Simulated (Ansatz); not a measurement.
One change: `OB(F)Br` becomes `[OH][Al]([F])[Br]`.

Ansatz, PBE0-D4/def2-TZVP geometries, multiplicity 1. Each molecule was computed in one conformer, which needn't be the lowest.

Scalar relativity is left out up to krypton.

```tsv
property	`OB(F)Br`
size of the dipole moment (B3LYP/def2-TZVPP) / D	1.87
HOMO energy (PBE/def2-TZVPP) / eV	-7.45
LUMO energy (B3LYP/def2-TZVPP) / eV	-0.01
LUMO energy (PBE0/def2-TZVPP) / eV	0.24
HOMO energy (PBE0/def2-TZVPP) / eV	-8.82
ideal-gas entropy at 298 K and 1 bar (rigid rotor, harmonic PBE0-D4/def2-TZVP) / J/(mol·K)	296
```

(1) Give the same properties after the change, and the shifts. (An estimate is asked.)

Answers

(1) Computed: 
```json
{"property": "size of the dipole moment (B3LYP/def2-TZVPP) / D", "`[OH][Al]([F])[Br]`": "2.00", "shift": "0.13"}
{"property": "HOMO energy (PBE/def2-TZVPP) / eV", "`[OH][Al]([F])[Br]`": "-7.60", "shift": "-0.15"}
{"property": "LUMO energy (B3LYP/def2-TZVPP) / eV", "`[OH][Al]([F])[Br]`": "-1.43", "shift": "-1.42"}
{"property": "LUMO energy (PBE0/def2-TZVPP) / eV", "`[OH][Al]([F])[Br]`": "-1.11", "shift": "-1.35"}
{"property": "HOMO energy (PBE0/def2-TZVPP) / eV", "`[OH][Al]([F])[Br]`": "-8.95", "shift": "-0.13"}
{"property": "ideal-gas entropy at 298 K and 1 bar (rigid rotor, harmonic PBE0-D4/def2-TZVP) / J/(mol·K)", "`[OH][Al]([F])[Br]`": "323", "shift": "27"}
```

With PBE0 the HOMO falls by 0.13 eV and the LUMO falls by 1.35 eV, so the gap narrows by about 1.22 eV. PBE moves the HOMO by -0.15 eV and ωB97M-V by -0.11 eV. Dipoles are sizes alone; their direction can turn.

B3LYP here is the variant with VWN-RPA as its local correlation; programs differ in this.

Spin–orbit coupling is left out; it splits and shifts lone-pair levels of the heavy atoms by tenths of an eV.
